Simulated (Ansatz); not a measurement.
Input and output for `C[SiH2]CCl`.

```yaml
crystal:
  periodic: [false, false, false]
  atoms:
    - {symbol: C, position_ang: [-0.898023, 1.327529, 0.282650]}
    - {symbol: Si, position_ang: [0.297258, 0.039051, -0.880098]}
    - {symbol: C, position_ang: [0.846172, -1.229360, 0.486960]}
    - {symbol: Cl, position_ang: [-0.311964, -2.364817, 0.678188]}
    - {symbol: H, position_ang: [-0.619941, 1.463992, 1.066547]}
    - {symbol: H, position_ang: [-1.141571, 1.928185, -0.910120]}
    - {symbol: H, position_ang: [-1.860366, 0.586899, 0.402322]}
    - {symbol: H, position_ang: [1.362611, 0.970780, -0.849809]}
    - {symbol: H, position_ang: [-0.103265, -0.376376, -1.898405]}
    - {symbol: H, position_ang: [1.752371, -1.872298, -0.085084]}
    - {symbol: H, position_ang: [1.617733, -0.857539, 1.554086]}
basis:
  gaussian: {orbitals: cc-pVTZ, final_grid: {core_spheres: 5, valence_spheres: 4, degree: 11}, point_charges: [{charge: -1.00, position_ang: [6.350, 0.863, 0.993]}]}
total_charge: 1
magnetization: {spin_polarized: true, initial_magnetization: 1}
hamiltonian: {xc: {name: wB97M-V}}
scf: {lower_state_search: light}
```

```sh
$ ansatz run in.yaml --threads 4 --pin off --events-out ev --progress --plain --max-ram 10444MiB
```

Shortened log:

```
Functional definition: wB97M-V
1308 factors; their error is unknown
317 factors; integrals over basis functions are off by at most 1.4e-5 eV
mean field evaluation 1: about -22566.3799 eV, gradient 3.8e1 eV
mean field evaluation 2: about -22566.9712 eV, gradient 3.4e1 eV
mean field evaluation 4: about -22573.3465 eV, gradient 2.1e0 eV
mean field evaluation 8: about -22573.4494 eV, gradient 3.2e-1 eV
mean field evaluation 16: about -22573.5351 eV, gradient 2.1e-2 eV
mean field evaluation 32: about -22573.5352 eV, gradient 4.7e-5 eV
mean field -22573.53517057 eV, -829.5621166268 hartree, gradient 4.7e-5 eV, S^2 0.760581; 4 other end points of the search recorded, 0 dependent functions left out
reference -22573.53521168 eV, -829.5621181375 hartree; 25, 24 occupied and 201, 202 virtual orbitals, 1308 factors
Total energy: -22573.53521168 eV, -829.5621181375 hartree
```

It took 16 s on 4 threads of an Arm Neoverse V2 on a shared host, with 1.1 GiB of host memory at the peak.
